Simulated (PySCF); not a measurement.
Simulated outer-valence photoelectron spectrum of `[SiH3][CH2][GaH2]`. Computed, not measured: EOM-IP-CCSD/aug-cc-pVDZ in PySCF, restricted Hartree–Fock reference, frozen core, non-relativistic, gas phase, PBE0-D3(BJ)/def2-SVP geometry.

Each root has a Gaussian of 0.8 eV full width with its one-hole share as area; cross sections and vibrations are left out, and the highest printed point is 100.

ionisation energy (eV), intensity and a bar:
```
      9.0          0 
      9.2          2 
      9.4          8 ##
      9.6         21 ######
      9.8         41 ############
     10.0         58 #################
     10.2         61 ##################
     10.4         55 #################
     10.6         55 ################
     10.8         65 ###################
     11.0         75 #######################
     11.2         81 ########################
     11.4         87 ##########################
     11.6         95 #############################
     11.8        100 ##############################
     12.0         99 ##############################
     12.2         94 ############################
     12.4         87 ##########################
     12.6         74 ######################
     12.8         52 ################
     13.0         29 #########
     13.2         12 ###
     13.4          4 #
     13.6          5 #
     13.8         14 ####
     14.0         32 ##########
     14.2         56 #################
     14.4         74 ######################
     14.6         81 ########################
     14.8         79 ########################
     15.0         67 ####################
     15.2         46 ##############
     15.4         24 #######
     15.6          9 ###
     15.8          2 #
     16.0          0 
     16.2          0 
     16.4          1 
     16.6          5 ##
     16.8         16 #####
     17.0         33 ##########
     17.2         50 ###############
     17.4         53 ################
     17.6         40 ############
     17.8         21 ######
     18.0          8 ##
     18.2          2 #
     18.4          0
```

Problem. Where are the maxima, and how many lines lie under the curve?

Solution. 4 maxima, at 10.1, 11.9, 14.6 and 17.3 eV, from 8 lines. At this width some lines have no maximum of their own.

Problem. List the lines with their holes.

Solution. 
```json
{"E (eV)": "10.09", "leading hole (HF orbital)": "HOMO", "area": "0.95", "Koopmans (eV)": "10.79"}
{"E (eV)": "10.95", "leading hole (HF orbital)": "HOMO-1", "area": "0.94", "Koopmans (eV)": "11.47"}
{"E (eV)": "11.57", "leading hole (HF orbital)": "HOMO-2", "area": "0.95", "Koopmans (eV)": "12.40"}
{"E (eV)": "12.03", "leading hole (HF orbital)": "HOMO-3", "area": "0.95", "Koopmans (eV)": "12.72"}
{"E (eV)": "12.58", "leading hole (HF orbital)": "HOMO-4", "area": "0.94", "Koopmans (eV)": "13.37"}
{"E (eV)": "14.38", "leading hole (HF orbital)": "HOMO-5", "area": "0.94", "Koopmans (eV)": "15.51"}
{"E (eV)": "14.95", "leading hole (HF orbital)": "HOMO-6", "area": "0.90", "Koopmans (eV)": "15.94"}
{"E (eV)": "17.33", "leading hole (HF orbital)": "HOMO-7", "area": "0.87", "Koopmans (eV)": "18.96"}
```

The widest gap, 2.38 eV, lies between 14.95 and 17.33 eV. Only orbitals with −ε under 21 eV, eight at most, were ionised, so the high end of the curve may lack lines.

One conformer stands for the species.
